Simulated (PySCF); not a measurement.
Gas-phase reaction: I₂ + C₂H₆ = 2 CH₃I

Energies from PySCF (xtb for GFN2), thermal terms from the rigid-rotor harmonic-oscillator model, ideal gas at 1 bar. † marks an energy on the PBE0/def2-TZVP geometry and frequencies; other levels use their own. CCSD(T) freezes the core. All species are closed-shell singlets. B3LYP is the form with VWN-RPA correlation. I: scalar-relativistic def2 core potential, no spin-orbit coupling. CCSD(T) isn't extrapolated to the basis-set limit; its ΔH°(298 K) is 57.4 kJ in def2-SVP and 33.3 kJ in def2-TZVPP. The harmonic model lacks anharmonicity and excited electronic states, which grow with temperature; levels with a mode under 35 cm⁻¹ are left out. Internal rotation in C₂H₆ is treated as a harmonic vibration of one conformer, which makes the entropy rough.

```json
[
 {"level": "B3LYP/def2-TZVP†", "ΔE electronic, kJ": "58", "ΔH°(298 K), kJ": "53", "ΔS°(298 K), J/K": "19", "ΔG°(800 K), kJ": "37"},
 {"level": "CCSD(T)/def2-TZVPP†", "ΔE electronic, kJ": "38", "ΔH°(298 K), kJ": "33", "ΔS°(298 K), J/K": "19", "ΔG°(800 K), kJ": "18"},
 {"level": "GFN2-xTB", "ΔE electronic, kJ": "110", "ΔH°(298 K), kJ": "104", "ΔS°(298 K), J/K": "20", "ΔG°(800 K), kJ": "88"},
 {"level": "r2SCAN/def2-TZVP†", "ΔE electronic, kJ": "53", "ΔH°(298 K), kJ": "47", "ΔS°(298 K), J/K": "19", "ΔG°(800 K), kJ": "32"},
 {"level": "ωB97X-V/def2-TZVP†", "ΔE electronic, kJ": "52", "ΔH°(298 K), kJ": "47", "ΔS°(298 K), J/K": "19", "ΔG°(800 K), kJ": "32"}
]
```
ΔH° is lowest at CCSD(T)/def2-TZVPP† and highest at GFN2-xTB. No reference value is set beside these.
